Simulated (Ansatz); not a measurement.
Reaction (formal exchange of groups at the Si–S bond): `CS[Si](F)(F)Cl` + ethane → `CC[Si](F)(F)Cl` + CH₃SH

Calculated with Ansatz (gas phase, PBE0-D4/def2-TZVP geometries, no zero-point term in ΔE). CBS: MP2 limit from def2 TZ/QZ plus the TZ coupled-cluster correction, frozen cores. This one scheme is used for every species. DFT in def2-TZVPP. One conformer a species, not always the lowest.

Q: Is it downhill or uphill in electronic energy at CCSD(T)/CBS, and by how much? (Best estimate.)

A: Computed: Uphill: ΔE = +51.5 kJ/mol.

Q: What do these levels give: BLYP-D4, r2SCAN-D4, ωB97X-V, r2SCAN, r2SCANh, SCS-MP2/def2-QZVPP? (Estimate.)

A: Computed: BLYP-D4 54.6, r2SCAN-D4 55.4, ωB97X-V 50.3, r2SCAN 55.3, r2SCANh 54.6, SCS-MP2/def2-QZVPP 52.5 kJ/mol.

Largest T1 diagnostic among the species: 0.011.

Leaving LDA and LC-ωPBE aside and taking each functional with its dispersion term where it has one, the values, not all of them listed here, spread over 7.4 kJ/mol, from CAM-B3LYP-D4 to revPBE-D4. LDA lies −3.4 kJ/mol from PBE without D4. At CCSD(T), def2-SVP lies −4.6 kJ/mol from the extrapolated value and def2-TZVPP −3.1 kJ/mol.
